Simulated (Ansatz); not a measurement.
Geometry optimisation, RKS B3LYP-D4/6-31G* in Ansatz 0.2.0.

Input file:

```yaml
crystal:
  periodic: [false, false, false]
  atoms:
    - { symbol: B, position_ang: [-0.027632, 0.52116, -0.079203] }
    - { symbol: H, position_ang: [-0.125085, -0.329216, 2.164387] }
    - { symbol: F, position_ang: [0.893266, -0.447457, 0.048206] }
    - { symbol: O, position_ang: [-1.153813, 0.268606, -0.793301] }
    - { symbol: H, position_ang: [-1.153244, -0.635825, -1.148773] }
    - { symbol: P, position_ang: [0.157815, 2.232228, 0.773168] }
    - { symbol: H, position_ang: [1.576225, 2.211528, 0.866108] }
    - { symbol: H, position_ang: [0.115797, 3.015626, -0.412874] }
    - { symbol: H, position_ang: [-0.381829, 0.27075, 2.440382] }
basis:
  gaussian: { orbitals: "6-31G*" }
hamiltonian:
  xc: b3lyp
  dispersion: d4
relax:
  f_tol: 0.03
  max_steps: 50
```

Command:

```bash
$ ansatz run input.yaml --threads 1 --pin off --max-ram 2048MiB --backend cpu --events-out ev --progress --plain --runs-dir out
```

Problem. Where does it end, and by what steps?

Solution. The forces met the threshold. The force dipped under the threshold on the way, but the program's further checks kept it going. After 18 steps the energy has fallen by 0.235 eV; H9 moved furthest, 1.52 Å.

```csv
step,energy less start (eV),largest force component (eV/Å),accepted
0,0.0000,1.294,yes
1,-0.1271,0.352,yes
2,-0.1773,0.262,yes
3,-0.1980,0.289,yes
4,-0.2070,0.229,yes
5,-0.2120,0.304,yes
6,-0.2128,0.379,yes
7,-0.2195,0.350,yes
8,-0.2236,0.245,yes
9,-0.2264,0.349,yes
10,-0.2313,0.137,yes
11,-0.2303,0.201,no
12,-0.2331,0.079,yes
13,-0.2335,0.140,yes
14,-0.2340,0.043,yes
15,-0.2342,0.029,yes
16,-0.2345,0.024,yes
17,-0.2346,0.043,yes
18,-0.2346,0.027,yes
```

```xyz
9
Properties=species:S:1:pos:R:3
B -0.099 0.737 -0.226
H -0.130 -0.696 2.825
F 0.464 -0.272 0.459
O -0.955 0.459 -1.238
H -1.076 -0.498 -1.356
P 0.196 2.568 0.332
H 1.603 2.460 0.504
H 0.251 3.137 -0.969
H -0.353 -0.788 3.527
```

Whether the end is a true minimum wasn't checked by a vibrational analysis.

Run time: 64 s on 1 thread of Arm Neoverse V1, on a shared host, peak memory 0.17 GiB.
